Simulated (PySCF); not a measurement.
Compound: C6H11BO2.
Z-matrix (Å and degrees, PBE0-D3(BJ)/def2-SVP geometry), rows numbered from 1:
```
C 
C   1  1.5260
C   2  1.5306  1  112.09
C   2  1.5050  1  112.11  3   124.22
O   4  1.2728  2  116.17  1   134.45
B   5  1.5329  4  119.45  2  -170.82
O   6  1.5265  5  106.35  4   -39.33
C   7  1.2710  6  117.34  5    39.08
C   8  1.3893  7  123.92  6   -15.01
H   1  1.1002  2  109.77  3    61.45
H   1  1.1010  2  111.76  3   -57.51
H   1  1.0999  2  111.73  3  -178.75
H   2  1.1013  1  109.16  3  -120.06
H   3  1.1004  2  110.01  1   -59.34
H   3  1.1011  2  111.18  1    60.27
H   3  1.0998  2  111.26  1  -179.06
H   6  1.2251  5  107.37  4    75.83
H   6  1.2107  5  108.79  4  -156.91
H   8  1.1007  7  115.44  6   168.75
H   9  1.0882  4  121.29  2     4.95
```

Level: PBE0/pcSseg-1 in PySCF, non-relativistic, on one gas-phase PBE0-D3(BJ)/def2-SVP geometry that isn't relaxed in the solvent. The solvent is an IEF-PCM continuum (Bondi radii, 1.10 Å for H, scaled by 1.2). Only the electrostatic response of the medium enters.

| run | E − E(gas) (kJ/mol) | HOMO (eV) | HOMO–LUMO gap (eV) | dipole (D) |
| --- | --- | --- | --- | --- |
| gas | 0.00 | -7.02 | 4.94 | 5.20 |
| P | -21.25 | -7.14 | 5.13 | 6.26 |
| Q | -28.31 | -7.18 | 5.18 | 6.64 |

Q: The runs were made in acetone and chloroform. Which run belongs to which solvent?

A: P = chloroform, Q = acetone. The dielectric constants are 4.711 (chloroform), 20.49 (acetone), and the energy falls further as ε rises. In this model the ground state sees the solvent through ε alone.

Q: How constant is the ratio of the lowering to (ε − 1)/(2ε + 1)?

A: 
| solvent | (ε − 1)/(2ε + 1) | E − E(gas) (kJ/mol) | ratio (kJ/mol) | polarisation term (kJ/mol) |
| --- | --- | --- | --- | --- |
| chloroform | 0.356 | -21.25 | -59.7 | -24.50 |
| acetone | 0.464 | -28.31 | -61.0 | -34.21 |

The ratio changes by +2.2 % in size from chloroform to acetone. The polarisation term is half the interaction of the solute with the induced surface charges.

Time: 1.9 min wall; peak memory 1.2 GiB. Hardware: one thread of an Intel Xeon at 2.50 GHz, no GPU (shared host). This is the whole shielding run at PBE0/pcSseg-1 in acetone, SCF included.
